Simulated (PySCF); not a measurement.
ClH₆NSSi₂, SMILES N[SiH2]S[SiH2]Cl. Geometry optimised at B3LYP-D3(BJ)/def2-SVP. This is a generated structure with no PubChem entry under its InChIKey; it may be hypothetical. One conformer was computed; it need not be the lowest.

Problem. Give the equilibrium geometry at B3LYP-D3(BJ)/def2-SVP (PySCF confirms it by a frequency run) as Cartesian coordinates in Å. (The exact figures need the calculation; the answer reports its results.)

Solution. This is not unique; one that fits is 
```xyz
11

Si     1.4058    -0.5728     0.6769
Cl     1.9062     1.4507     0.5858
S     -0.0274    -1.0856    -0.8176
Si    -1.6235     0.3221    -0.2726
N     -3.2000    -0.3265    -0.5128
H      0.8883    -0.8123     2.0482
H      2.6232    -1.3781     0.4128
H     -1.5084     1.5208    -1.1388
H     -1.4183     0.6450     1.1642
H     -3.5997    -0.3305    -1.4467
H     -3.5055    -1.1401     0.0136
```
